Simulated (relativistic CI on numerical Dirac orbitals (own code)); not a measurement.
# Sc2+ in a cubic cluster: 3p photoemission with charge transfer

Computed with a charge-transfer multiplet model of a cubic metal-ligand cluster with up to 2 ligand holes, Slater and spin-orbit integrals from Dirac-Coulomb-Breit ions, Slater integrals scaled by 0.9. The ground state mixes d1 with configurations of k ligand holes L, whose averages lie at kΔ + k(k − 1)U_dd/2; a core hole lowers each added d electron by U_cd. 300 K, Lorentzian 0.9 eV and Gaussian 0.8 eV FWHM.

Atomic integrals in eV (Slater integrals scaled, ζ unscaled), ground: F2dd 5.299, F4dd 3.246, zeta_d 0.008; with the core hole: F2dd 5.299, F4dd 3.246, zeta_d 0.012, zeta_core 0.340, F2cd 8.700, G1cd 10.868, G3cd 6.602. Where a configuration has fewer than two d electrons, the dd integrals are those of d2.

Cluster parameters (eV): U_dd = 4.6, U_cd = 5.3, 10Dq = 1.3, 10Dq(ligand) = 0.1, V(eg) = 2.9, V(t2g) = -1.27, final-state hopping factor = 0.8.

```csv
Case,n_d,d1,d2L,d3L2,S
Δ = 6.8 eV,1.42,0.63,0.33,0.04,0.50
Δ = 7.8 eV,1.36,0.67,0.30,0.03,0.50
Δ = 9.8 eV,1.28,0.74,0.24,0.02,0.50
```

Weights, n_d and S are thermal averages at 300 K. Binding energies count from the first peak over 30 % of the highest in each spectrum, which can be another peak from case to case. The parameters are a model scan and need not match a compound or its usual spin state. Peaks in eV (height, largest 100):
- Δ = 6.8 eV: 0.0 (100), 1.9 (90), 5.2 (17), 8.3 (14), 11.2 (10), 12.7 (10)
- Δ = 7.8 eV: 0.0 (100), 1.9 (91), 5.7 (14), 7.4 (11), 8.0 (11), 11.3 (8), 12.9 (10)
- Δ = 9.8 eV: 0.0 (100), 1.9 (95), 6.6 (9), 8.0 (8), 13.2 (11)

For the case Δ = 7.8 eV, Δ = 7.8 eV is larger than U_dd = 4.6 eV, the Mott-Hubbard side of the Zaanen-Sawatzky-Allen scheme. With the core hole the configuration with one ligand hole lies at Δ − U_cd = 1.5, 2.5, 4.5 eV from the one without, in the order of the table; where this is negative the screened configuration lies lower, though the effective hopping of about 5.0 eV (from the holes of the mixed ground state) mixes the two strongly wherever it is as large as the gap.
